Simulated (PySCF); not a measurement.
MoO3, SMILES [O]=[Mo](=[O])=[O] (connectivity only; charge and spin as stated), charge +1, multiplicity 2.

Geometry optimised at B3LYP-D3(BJ)/def2-TZVP. The spin state was assumed, not searched. The isomer is the one that the SMILES or the coordinates give; other isomers of the formula were not compared. The def2 effective core potentials stand for the cores of Mo; spin–orbit coupling is left out.

Method: B3LYP-D3(BJ)/def2-TZVP (PySCF).

Frequencies are harmonic and unscaled.

Computed vibrational spectrum:
```tsv
mode	ν (cm⁻¹)	IR (km/mol)	moving atoms (share of kinetic energy)
1	205	0.1	O 90 %, Mo 10 %
2	233	18.3	O 80 %, Mo 20 %
3	363	4.4	O 88 %, Mo 12 %
4	664	23.6	O 81 %, Mo 19 %
5	951	44.1	O 83 %, Mo 17 %
6	1052	10.4	O 91 %, Mo 9 %
```
